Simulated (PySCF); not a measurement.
PySCF 2.14 output of an unrestricted TPSS calculation on a single atom or ion in cc-pVDZ-DK (5s4p2d, 27 functions), with the spin-free X2C one-electron Hamiltonian (Gaussian nucleus):

```
SCF conv_tol = 1e-09
number electrons alpha = 18  beta = 18
    J. Tao, J. P. Perdew, V. N. Staroverov, and G. E. Scuseria.,  Phys. Rev. Lett. 91, 146401 (2003)
    J. P. Perdew, J. Tao, V. N. Staroverov, and G. E. Scuseria.,  J. Chem. Phys. 120, 6898 (2004)
    J. Tao, J. P. Perdew, V. N. Staroverov, and G. E. Scuseria.,  Phys. Rev. Lett. 91, 146401 (2003)
    J. P. Perdew, J. Tao, V. N. Staroverov, and G. E. Scuseria.,  J. Chem. Phys. 120, 6898 (2004)
cycle= 1 E= -2789.80310371346  delta_E= -0.00618  |g|= 0.0335  |ddm|= 0.252
cycle= 2 E= -2789.80328518028  delta_E= -0.000181  |g|= 0.0093  |ddm|= 0.0194
cycle= 3 E= -2789.80330106954  delta_E= -1.59e-05  |g|= 0.00191  |ddm|= 0.016
cycle= 4 E= -2789.80330279207  delta_E= -1.72e-06  |g|= 7.05e-07  |ddm|= 0.00592
cycle= 5 E= -2789.80330279206  delta_E= 1.82e-12  |g|= 4.47e-10  |ddm|= 2.39e-06
converged SCF energy = -2789.80330279206  <S^2> = 1.4210855e-14  2S+1 = 1
```

The run itself started from symmetry-adapted Hartree-Fock orbitals and held the occupation by maximum overlap, on a logarithmic radial grid, so the iterations belong to that start.

Q: Which element, charge and spin multiplicity is this?

A: Kr (krypton, neutral), multiplicity 1; the state was [Kr], closed-shell 1S.
